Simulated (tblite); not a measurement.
C₅H₁₆N₂Si.
Structure used (GFN2-xTB), in Å, numbered top down from 1:
```
atom  x, y, z in Å
C1     0.432   -1.877   -0.079
N2     0.396   -0.465   -0.392
N3     1.457    0.213    0.242
Si4    2.916    0.478   -0.631
C5    -0.890    0.224   -0.189
C6    -1.327    0.291    1.284
C7    -1.971   -0.488   -1.009
C8    -0.722    1.646   -0.734
H9    -0.317   -2.409   -0.659
H10    1.415   -2.251   -0.363
H11    0.281   -2.093    0.991
H12    1.486    0.067    1.249
H13    2.524    1.125   -1.879
H14    3.693    1.335    0.266
H15    3.706   -0.726   -0.943
H16   -1.431   -0.705    1.708
H17   -0.605    0.852    1.874
H18   -2.288    0.793    1.356
H19   -1.598   -0.705   -2.006
H20   -2.289   -1.414   -0.537
H21   -2.842    0.157   -1.098
H22    0.051    2.174   -0.185
H23   -0.431    1.604   -1.779
H24   -1.656    2.195   -0.646
```

Computed with GFN2-xTB (tblite): harmonic, unscaled wavenumbers at the GFN2-xTB geometry, gas phase. The method is semi-empirical: single wavenumbers can be off by several per cent or more. Modes of hydrogen on silicon can be 10 to 20 % off. One conformer, not necessarily the lowest.

Harmonic wavenumbers (cm⁻¹): 42.5, 76.5, 113.9, 153.8, 170.6, 205.3, 224.8, 244.7, 270.0, 296.1, 336.9, 371.3, 388.9, 442.3, 458.1, 502.6, 569.4, 576.8, 606.0, 738.8, 750.5, 812.1, 826.0, 850.7, 900.9, 945.7, 951.1, 959.9, 1021.6, 1028.4, 1050.0, 1107.5, 1150.9, 1178.9, 1231.6, 1240.0, 1256.6, 1353.0, 1391.1, 1395.5, 1408.9, 1416.7, 1476.4, 1480.8, 1488.4, 1493.4, 1497.3, 1510.4, 1511.1, 1516.5, 2158.8, 2245.6, 2290.3, 2841.5, 3008.1, 3024.2, 3029.0, 3030.0, 3037.4, 3039.3, 3045.2, 3045.8, 3047.0, 3052.7, 3058.2, 3263.3.

A = 2635, B = 1074, C = 959.9 MHz; mass 132.108 u (most abundant isotopes); point group C1, symmetry number 1.

**Question.** Zero-point energy?

**Answer.** Half the sum of the wavenumbers: 44604 cm⁻¹ = 533.58 kJ/mol.

**Question.** Entropy at 350 K, 1 bar (ideal gas, RRHO, classical rotation)?

**Answer.** Translation 173.10, rotation 124.01, vibration 176.28: S = 473.4 J/(mol K).

**Question.** And Cp and H(350 K) − H(0)?

**Answer.** Cp = 222.08 J/(mol K), of which vibrations give 188.82 (their classical limit is 66 R = 548.8); H(350 K) − H(0) = 44.91 kJ/mol without the zero-point energy, 33.27 from vibrations.

**Question.** How do the functions run with temperature in this model?

**Answer.** 
```csv
T (K),S (J/(mol K)),Cp (J/(mol K)),H − H(0) (kJ/mol),G − H(0) (kJ/mol),ln q(vib)
50,245.4,55.5,2.10,-10.18,0.53
100,293.9,87.9,5.68,-23.70,1.79
298.15,439.9,195.7,34.07,-97.09,8.07
373.15,488.0,233.5,50.18,-131.90,10.52
500,564.4,289.8,83.49,-198.71,14.64
750,698.6,372.0,166.91,-357.02,22.47
1000,813.7,427.7,267.30,-546.41,29.79
```

q(vib) and H(0) count from the zero-point level.

**Question.** Which modes carry the vibrational entropy at 350 K?

**Answer.** 42.5 cm⁻¹: 22.83; 76.5 cm⁻¹: 17.97; 113.9 cm⁻¹: 14.70; 153.8 cm⁻¹: 12.26; 170.6 cm⁻¹: 11.43; 205.3 cm⁻¹: 9.97 J/(mol K); the other 60 give 87.11 together.

**Question.** What must be added to the electronic energy to get the Gibbs energy at 350 K and 1 bar?

**Answer.** ZPE + [H(350 K) − H(0)] − T·S = 533.58 + 44.91 − 165.68 = 412.81 kJ/mol.

Hindered rotation and anharmonicity are outside this model. Other conformers, if any are populated, would add a mixing term that is left out. The structure is chiral; the term R ln 2 for an equal mix with its mirror image is left out.
